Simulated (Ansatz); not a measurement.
Cl2Zn (SMILES [Cl][Zn][Cl]) moved off its minimum; all values from Ansatz (a program for electronic structure), cores frozen in correlated methods.
(charge 0, multiplicity 1)
```xyz
3

Zn    -0.0325     0.0185     0.0193
Cl    -0.0116     0.0296    -2.0797
Cl     0.0220    -0.0157     2.1284
```

Forces at PBE/def2-TZVPP (eV/Å):

| atom | Fx | Fy | Fz |
|---|---|---|---|
| Zn1 | 0.059 | -0.019 | 0.157 |
| Cl2 | -0.026 | 0.007 | 0.133 |
| Cl3 | -0.033 | 0.012 | -0.290 |

**Question.** Give the forces (eV/Å), the total energy and the dipole at CCSD(T)/def2-TZVPPD.

**Answer.** 
| atom | Fx | Fy | Fz |
|---|---|---|---|
| Zn1 | 0.055 | -0.018 | 0.164 |
| Cl2 | -0.025 | 0.007 | 0.101 |
| Cl3 | -0.030 | 0.011 | -0.265 |
Energy -2697.8405 hartree, dipole 0.15 D.
